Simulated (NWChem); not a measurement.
Molecule: SiH2O2I2; SMILES [Si](O)(I)(O)I

```xyz
7

O      0.0902     1.3761    -1.8109
Si     0.0000     0.0000    -0.9115
O     -0.0902    -1.3761    -1.8109
I      2.0255    -0.0030     0.4361
I     -2.0255     0.0030     0.4361
H     -0.7224     1.6575    -2.2471
H      0.7224    -1.6575    -2.2471
```
Atoms are numbered in this order, from 1.

All runs: NWChem. Geometry: optimised at PBE0/def2-SVP. No frequency run checked for a minimum. def2 effective core potentials on I; no spin-orbit coupling. Level SCAN/def2-SVP: energy and gradient on several grids; changes count from the extra-fine grid, which is no exact limit either.

```tsv
grid	size of the energy change (μHa)	largest change of a gradient component (μHa/bohr)
xcoarse	10000	2000
coarse	10000	2000
medium	900	1000
fine	2000	400
xfine	< 10	< 30
```
